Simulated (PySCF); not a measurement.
## Unknowns

[PySCF 2.14: PBE0/pcSseg-1 with gauge-including orbitals; spin–spin couplings from B3LYP/pcJ-1 (spin–dipole term left out of most H,H and C,H couplings); geometry: GFN2-xTB; one computed conformer; averaged over atoms made equivalent by symmetry, fast rotation or ring inversion; gas phase; no relativistic terms]

Shifts are taken against calculated references (same method and geometry level): ¹H (σref 31.72) and ¹³C (σref 186.93) vs TMS. Multiplet labels drop J under 1 Hz and among equivalent protons, and merge close values. Unscaled 3J(H,H) run several per cent high. Splittings of carbon signals by F and P are missing where no couplings were computed. Where no couplings were computed, multiplicities follow the n + 1 count of equivalent neighbours, and m marks all less simple cases (inequivalent or close neighbours, rings, F or P nearby). Shifts are as computed. Against solution values, carbons near 30 ppm lie about +3 ppm off and those near 130 ppm about +5 ppm. Of 1211 compounds with measured shifts, 218 miss one by over three times the rms of a fit or turn the order of signals round; such compounds aren't used in these exercises. OH and NH positions are gas-phase values without hydrogen bonding to other molecules.

Question: C8H9N3. ¹H NMR (600 MHz, computed): δ 7.85 (d, 1H), 7.32 (m, 1H), 6.96 (d, 1H), 3.01 (s, 3H), 2.89 (s, 3H). ¹³C{¹H} NMR (computed): δ 140.7 (C), 138.8 (C), 138.1 (C), 127.5 (CH), 120.5 (CH), 117.4 (CH), 20.7 (CH3), 13.3 (CH3). Identify the compound.

Answer: `Cc1nnn2c(C)cccc12`. The formula gives 6 degrees of unsaturation (2 rings in the answer). 8 carbon signals for 8 carbons: no two carbons are equivalent. Carbon types of the structure: 3 × C, 3 × CH, 2 × CH3, which accounts for all hydrogens. δC 140.7, 138.1: substituted aromatic carbon next to a ring nitrogen. δC 138.8: ring-fusion aromatic carbon. δC 127.5, 120.5, 117.4: aromatic CH. δC 20.7, 13.3: methyl carbon on an aromatic ring; aliphatic region, no heteroatom directly attached.

This is the structure that produced the data.

Question: C5H10NPSi. ¹H NMR (600 MHz, computed): δ 2.04 (s, 1H), 1.40 (m, 2H), 0.72 (m, 1H), 0.58 (m, 1H), 0.52 (m, 1H), 0.41 (br s, 2H), 0.14 (m, 1H), -0.10 (m, 1H). ¹³C{¹H} NMR (computed): δ 101.1 (CH), 94.3 (C), 4.0 (CH), 3.7 (CH2), 2.6 (CH2). Give a structure.

Answer: SMILES C#C[Si@](N)(P)C1CC1. 5 carbon signals for 5 carbons: no two carbons are equivalent. Carbon types of the structure: 1 × C, 2 × CH, 2 × CH2, leaving 4 H on heteroatoms. δC 101.1: terminal alkyne carbon; the triple bond shields along its axis, which puts it between sp3 and sp2 carbons. δC 94.3: alkyne carbon; the triple bond shields along its axis, which puts it between sp3 and sp2 carbons. δC 4.0, 3.7, 2.6: three-membered-ring carbon; carbons of three-membered rings are unusually shielded. δH 0.41: hydrogen on a nitrogen bonded to Si; exchangeable, gas-phase position.

The shifts were computed for this structure.

Question: C4H5N. ¹H NMR (400 MHz, computed): δ 6.81 (dq, J = 12.5, 7.8 Hz, 1H), 5.39 (dq, J = 12.5, 2.3 Hz, 1H), 2.28 (dd, J = 7.8, 2.3 Hz, 3H). ¹³C{¹H} NMR (computed): δ 160.9 (CH), 120.5 (C), 106.6 (CH), 21.8 (CH3). Give a structure.

Answer: `C/C=C\C#N`. Rings plus π bonds: 3 (no ring in the answer). 4 carbon signals for 4 carbons: no two carbons are equivalent. Carbon types of the structure: 1 × C, 2 × CH, 1 × CH3, which accounts for all hydrogens. δC 160.9, 106.6: alkene CH; the olefinic region. δC 120.5: nitrile carbon; this is the usual window of a C≡N carbon, which has no attached hydrogen. δH 6.81, 5.39: hydrogen on an alkene CH; attached to an sp2 carbon and in the plane of the double bond. δH 2.28: hydrogen on an allylic methyl carbon; allylic position. The protons at 6.81 and 5.39 share a coupling of 12.5 Hz (vicinal, cis across C=C). The protons at 2.28 and 6.81 share a coupling of 7.8 Hz (vicinal).

The shifts were computed for this structure.
